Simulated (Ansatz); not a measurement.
Consider the substitution at a C–C bond: `CC(O)O[SiH3]` + `S[CH2][ZnH]` → `CS[CH2][ZnH]` + `OCO[SiH3]`.

Isolated molecules relaxed with PBE0-D4/def2-TZVP in Ansatz; ΔE leaves out vibrations. CCSD(T)/CBS adds triple-zeta CCSD(T) − MP2 to the extrapolated MP2 energy (def2 sets, frozen cores). DFT in def2-TZVPP. B3LYP here is the variant with VWN-RPA as its local correlation; programs differ in this. For Zn outer-core shells are correlated without core-valence functions, which leaves a few kJ/mol of doubt a bond. Scalar relativity is left out up to krypton. One conformer a species, not always the lowest.

| level | ΔE (kJ/mol) | difference from CCSD(T)/CBS |
| --- | --- | --- |
| ωB97X-V | 27.0 | 0.1 |
| ωB97M-V | 27.7 | 0.8 |
| PBE | 21.6 | -5.3 |
| r2SCAN | 25.6 | -1.3 |
| B3LYP | 23.9 | -3.0 |
| HF/def2-TZVPP | 28.2 | 1.3 |
| CCSD(T)/def2-TZVPP | 28.5 | 1.6 |
| MP2/def2-QZVPP | 24.8 | -2.1 |
| SCS-MP2/def2-QZVPP | 24.7 | -2.2 |
| CCSD/CBS(def2) | 27.9 | 1.0 |
| CCSD(T)/CBS | 26.9 | 0 |

Largest T1 diagnostic among the species: 0.014.
